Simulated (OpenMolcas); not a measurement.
A ladder of methods for InClF2 (SMILES [F][In]([F])[Cl])

The species is InClF2 (4 atoms), meant as a singlet with charge 0. As SMILES, `[F][In]([F])[Cl]`. The shape is that of a PBE0-D4/def2-TZVP optimisation.

```xyz
4

F     0.5882    0.6146    1.7496
In    0.0467   -0.0405    0.0251
F     0.8315   -1.7207   -0.4821
Cl   -1.4109    1.0863   -1.3128
```

Each level gives the dipole moment (D). The values are calculated.

```
                           level             kind     program  value (D)  CPU time
 SVWN5/def2-SVP (core potential)              LDA  OpenMolcas       1.17      11 s
  BP86/def2-SVP (core potential)              GGA  OpenMolcas       1.04      26 s
   PBE/def2-SVP (core potential)              GGA  OpenMolcas       1.03      14 s
 M06-L/def2-SVP (core potential)         meta-GGA  OpenMolcas       0.93      13 s
  TPSS/def2-SVP (core potential)         meta-GGA  OpenMolcas       0.95      17 s
 B3LYP/def2-SVP (core potential)    global hybrid  OpenMolcas          ?      12 s
 BHLYP/def2-SVP (core potential)    global hybrid  OpenMolcas       1.32       9 s
M06-2X/def2-SVP (core potential)  hybrid meta-GGA  OpenMolcas          ?      14 s
```

Q: Estimate the missing values from the other rows.

A: As computed at these levels: B3LYP/def2-SVP (core potential): 1.21 D; M06-2X/def2-SVP (core potential): 1.22 D. The values span 0.93 to 1.32 D. Magnitudes only: a small dipole may point the other way at some levels. Times are those of the runs behind each value, whatever else they computed, on shared processors of several kinds: orders of magnitude only.
